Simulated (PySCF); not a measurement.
ZnF, SMILES [F][Zn+], charge +1.

Geometry optimised at B3LYP-D3(BJ)/def2-TZVPD. The spin state was assumed, not searched.

Computed with PBE0/def2-TZVPD (PySCF).

Computed frontier levels, gap, dipole moment and polarisability:
| Property | Result |
|---|---|
| highest occupied level | -17.03 eV |
| lowest empty level | -11.87 eV |
| orbital gap | 5.16 eV |
| dipole moment about the centre of nuclear charge | 5.94 D |
| mean static polarisability | 14.2 bohr³ (2.10 Å³) |
| polarisability, principal values | 11.3, 11.3, 20.0 bohr³ |
